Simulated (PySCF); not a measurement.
PySCF input (TPSS/def2-TZVPD):

```python
from pyscf import gto, scf, dft

mol = gto.M(
    atom='''
    Si   -0.00000000   -0.00000000   -1.11076541
    S     0.00000000    0.00000000    0.97191974
    ''',
    basis='def2-tzvpd',
    charge=1,
    spin=1,
    symmetry='C2v',
    verbose=4,
)

mf = dft.UKS(mol, xc='tpss').density_fit(auxbasis='def2-universal-jkfit')
mf.grids.level = 3
mf.conv_tol = 1e-9
mf.max_cycle = 100
mf.max_memory = 1500
mf.kernel()
if not mf.converged:
    mf = mf.newton()
    mf.kernel(mf.make_rdm1())
mf.analyze()
```

Output:

```
PySCF version 2.14.0

[INPUT] verbose = 4
[INPUT] num. atoms = 2
[INPUT] num. electrons = 29
[INPUT] charge = 1
[INPUT] spin (= nelec alpha-beta = 2S) = 1
[INPUT] symmetry C2v subgroup None
[INPUT] Mole.unit = angstrom
[INPUT] Symbol           X                Y                Z      unit          X                Y                Z       unit  Magmom
[INPUT]  1 Si     0.000000000000   0.000000000000  -1.110765410000 AA    0.000000000000   0.000000000000  -2.099042413540 Bohr   0.0
[INPUT]  2 S      0.000000000000   0.000000000000   0.971919740000 AA    0.000000000000   0.000000000000   1.836662123658 Bohr   0.0

nuclear repulsion = 56.9148415189305
point group symmetry = Coov, use subgroup C2v
symmetry origin: [0.00000000e+00 0.00000000e+00 6.29908712e-09]
symmetry axis x: [1. 0. 0.]
symmetry axis y: [0. 1. 0.]
symmetry axis z: [0. 0. 1.]
num. orbitals of irrep A1 = 39
num. orbitals of irrep A2 = 8
num. orbitals of irrep B1 = 21
num. orbitals of irrep B2 = 21
number of shells = 31
number of NR pGTOs = 141
number of NR cGTOs = 89
basis = def2-tzvpd
ecp = {}

******** <class 'pyscf.df.df_jk.DFSymAdaptedUKS'> ********
method = DFSymAdaptedUKS
initial guess = minao
damping factor = 0
level_shift factor = 0
DIIS = <class 'pyscf.scf.diis.CDIIS'>
diis_start_cycle = 1
diis_space = 8
diis_damp = 0
SCF conv_tol = 1e-09
SCF conv_tol_grad = None
SCF max_cycles = 100
direct_scf = False
number electrons alpha = 15  beta = 14
XC library pyscf.dft.libxc version 7.1.2
    S. Lehtola, C. Steigemann, M. J. T. Oliveira, and M. A. L. Marques,  SoftwareX 7, 1–5 (2018)
XC functionals = tpss
    J. Tao, J. P. Perdew, V. N. Staroverov, and G. E. Scuseria,  Phys. Rev. Lett. 91, 146401 (2003)
    J. P. Perdew, J. Tao, V. N. Staroverov, and G. E. Scuseria,  J. Chem. Phys. 120, 6898 (2004)
    J. Tao, J. P. Perdew, V. N. Staroverov, and G. E. Scuseria,  Phys. Rev. Lett. 91, 146401 (2003)
    J. P. Perdew, J. Tao, V. N. Staroverov, and G. E. Scuseria,  J. Chem. Phys. 120, 6898 (2004)
radial grids:
    Treutler-Ahlrichs [JCP 102, 346 (1995); DOI:10.1063/1.469408] (M4) radial grids

becke partition: Becke, JCP 88, 2547 (1988); DOI:10.1063/1.454033
pruning grids: <function nwchem_prune>
grids dens level: 3
symmetrized grids: C2v
atomic radii adjust function: <function treutler_atomic_radii_adjust>
small_rho_cutoff = 0
Freeze 0 electrons in irreps []
[...]
beta  HOMO (B1) = -0.511515291530605  LUMO (B2) = -0.489182335576698
  HOMO = -0.511515291531  LUMO = -0.489182335577  gap/eV = 0.60771
Extra cycle  E= -687.376259959367  delta_E= -2.48e-11  |g|= 2.33e-06  |ddm|= 9.1e-06
converged SCF energy = -687.376259959367  <S^2> = 0.7557331  2S+1 = 2.0057249
**** SCF Summaries ****
Total Energy =                        -687.376259959367303
Nuclear Repulsion Energy =              56.914841518930515
One-electron Energy =                -1055.984015626143901
Two-electron Energy =                  311.692914147846068
Two-electron Coulomb Energy =          357.986284029075648
DFT Exchange-Correlation Energy =      -46.293369881229559
HOMO-LUMO gap [eV] =                     0.607710685429413
Wave-function symmetry = B2
alpha occupancy for each irrep:     A1   A2   B1   B2
                                     9    0    3    3
beta  occupancy for each irrep:     A1   A2   B1   B2
                                     9    0    3    2
**** MO energy ****
alpha MO #1 (A1 #1), energy= -88.6572029435449 occ= 1
alpha MO #2 (A1 #2), energy= -66.0189059193211 occ= 1
alpha MO #3 (A1 #3), energy= -8.03415912265004 occ= 1
alpha MO #4 (B2 #1), energy= -6.02163794729774 occ= 1
alpha MO #5 (A1 #4), energy= -6.0068560788552 occ= 1
alpha MO #6 (B1 #1), energy= -6.0059350525232 occ= 1
alpha MO #7 (A1 #5), energy= -5.44421645584367 occ= 1
alpha MO #8 (B2 #2), energy= -3.82335311427555 occ= 1
alpha MO #9 (B1 #2), energy= -3.81975897949015 occ= 1
alpha MO #10 (A1 #6), energy= -3.81319855482645 occ= 1
alpha MO #11 (A1 #7), energy= -0.94274834873702 occ= 1
alpha MO #12 (A1 #8), energy= -0.676720175243915 occ= 1
alpha MO #13 (B2 #3), energy= -0.563512165700846 occ= 1
alpha MO #14 (B1 #3), energy= -0.523028325549069 occ= 1
alpha MO #15 (A1 #9), energy= -0.51779120207561 occ= 1
alpha MO #16 (B2 #4), energy= -0.381939743109863 occ= 0
alpha MO #17 (B1 #4), energy= -0.366509907640612 occ= 0
alpha MO #18 (A1 #10), energy= -0.236516270249833 occ= 0
alpha MO #19 (A1 #11), energy= -0.168033701794933 occ= 0
alpha MO #20 (A2 #1), energy= -0.136269721864429 occ= 0
alpha MO #21 (A1 #12), energy= -0.135220722795587 occ= 0
alpha MO #22 (B2 #5), energy= -0.123825888100887 occ= 0
alpha MO #23 (B1 #5), energy= -0.112896061114162 occ= 0
alpha MO #24 (A1 #13), energy= -0.0996912599393086 occ= 0
alpha MO #25 (B2 #6), energy= -0.0960080612962706 occ= 0
alpha MO #26 (A1 #14), energy= -0.0903216828432953 occ= 0
alpha MO #27 (B1 #6), energy= -0.086710204794155 occ= 0
alpha MO #28 (A2 #2), energy= -0.029408602777694 occ= 0
alpha MO #29 (A1 #15), energy= -0.0286948273009955 occ= 0
alpha MO #30 (B2 #7), energy= -0.0218989230925679 occ= 0
alpha MO #31 (B1 #7), energy= -0.0139851234278012 occ= 0
alpha MO #32 (A1 #16), energy= -0.00288137145201972 occ= 0
alpha MO #33 (A1 #17), energy= 0.0228116463087069 occ= 0
alpha MO #34 (B2 #8), energy= 0.0542867449046796 occ= 0
alpha MO #35 (B1 #8), energy= 0.0619298940234376 occ= 0
alpha MO #36 (A2 #3), energy= 0.0753303362527082 occ= 0
alpha MO #37 (A1 #18), energy= 0.0754932994269488 occ= 0
alpha MO #38 (A1 #19), energy= 0.125070163336922 occ= 0
alpha MO #39 (B2 #9), energy= 0.126043004009746 occ= 0
alpha MO #40 (B1 #9), energy= 0.1349715623692 occ= 0
alpha MO #41 (A1 #20), energy= 0.158704602864667 occ= 0
alpha MO #42 (A1 #21), energy= 0.217374049637477 occ= 0
alpha MO #43 (A2 #4), energy= 0.230400111698538 occ= 0
alpha MO #44 (A1 #22), energy= 0.232970153198975 occ= 0
alpha MO #45 (B2 #10), energy= 0.23866637013082 occ= 0
alpha MO #46 (B1 #10), energy= 0.256269705493986 occ= 0
alpha MO #47 (B2 #11), energy= 0.27656390667563 occ= 0
alpha MO #48 (B1 #11), energy= 0.297074484898907 occ= 0
alpha MO #49 (A1 #23), energy= 0.343797338364965 occ= 0
alpha MO #50 (A1 #24), energy= 0.38398029928069 occ= 0
alpha MO #51 (A1 #25), energy= 0.70083708132874 occ= 0
alpha MO #52 (B1 #12), energy= 0.711798206306598 occ= 0
alpha MO #53 (B2 #12), energy= 0.711808685122421 occ= 0
alpha MO #54 (A2 #5), energy= 0.71380082050002 occ= 0
alpha MO #55 (A1 #26), energy= 0.714229785638386 occ= 0
alpha MO #56 (B2 #13), energy= 0.74861065371156 occ= 0
alpha MO #57 (B1 #13), energy= 0.759084764357772 occ= 0
alpha MO #58 (A2 #6), energy= 0.762331213224282 occ= 0
alpha MO #59 (A1 #27), energy= 0.762521080347497 occ= 0
alpha MO #60 (A1 #28), energy= 0.804275511593236 occ= 0
alpha MO #61 (B2 #14), energy= 0.925888004789267 occ= 0
alpha MO #62 (B1 #14), energy= 0.936663400501828 occ= 0
alpha MO #63 (A1 #29), energy= 0.980666014040466 occ= 0
alpha MO #64 (B2 #15), energy= 1.0106466927046 occ= 0
alpha MO #65 (B1 #15), energy= 1.02411753291703 occ= 0
alpha MO #66 (A1 #30), energy= 1.29951474237326 occ= 0
alpha MO #67 (A2 #7), energy= 1.30056858231419 occ= 0
alpha MO #68 (B2 #16), energy= 1.31549561220067 occ= 0
alpha MO #69 (B1 #16), energy= 1.33726263379623 occ= 0
alpha MO #70 (A1 #31), energy= 1.34148850063031 occ= 0
alpha MO #71 (B2 #17), energy= 1.34177830663851 occ= 0
alpha MO #72 (B1 #17), energy= 1.3436010751069 occ= 0
alpha MO #73 (A1 #32), energy= 1.45216202079768 occ= 0
alpha MO #74 (A2 #8), energy= 1.45244403049322 occ= 0
alpha MO #75 (A1 #33), energy= 1.49189429957392 occ= 0
alpha MO #76 (B2 #18), energy= 1.60888329111676 occ= 0
alpha MO #77 (B1 #18), energy= 1.64025412034282 occ= 0
alpha MO #78 (A1 #34), energy= 1.70877153671361 occ= 0
alpha MO #79 (B2 #19), energy= 1.8451305911831 occ= 0
alpha MO #80 (B1 #19), energy= 1.87375384808352 occ= 0
alpha MO #81 (A1 #35), energy= 2.18706672742795 occ= 0
alpha MO #82 (B2 #20), energy= 5.6500035728622 occ= 0
alpha MO #83 (B1 #20), energy= 5.65680382523932 occ= 0
alpha MO #84 (A1 #36), energy= 5.93303571657263 occ= 0
alpha MO #85 (B2 #21), energy= 8.52618593452282 occ= 0
alpha MO #86 (B1 #21), energy= 8.55270518447513 occ= 0
alpha MO #87 (A1 #37), energy= 8.63455454240081 occ= 0
alpha MO #88 (A1 #38), energy= 9.71638699939175 occ= 0
alpha MO #89 (A1 #39), energy= 18.2227540267837 occ= 0
beta  MO #1 (A1 #1), energy= -88.6523676147372 occ= 1
beta  MO #2 (A1 #2), energy= -66.0186957337922 occ= 1
beta  MO #3 (A1 #3), energy= -8.03002792230461 occ= 1
beta  MO #4 (B2 #1), energy= -6.00855056802841 occ= 1
beta  MO #5 (A1 #4), energy= -6.00430919216624 occ= 1
beta  MO #6 (B1 #1), energy= -6.00309358640481 occ= 1
beta  MO #7 (A1 #5), energy= -5.44394087022813 occ= 1
beta  MO #8 (B2 #2), energy= -3.82212289248157 occ= 1
beta  MO #9 (B1 #2), energy= -3.81986380441754 occ= 1
beta  MO #10 (A1 #6), energy= -3.81323692983439 occ= 1
beta  MO #11 (A1 #7), energy= -0.90757695218803 occ= 1
beta  MO #12 (A1 #8), energy= -0.664598406495337 occ= 1
beta  MO #13 (A1 #9), energy= -0.512348853557487 occ= 1
[...]
```
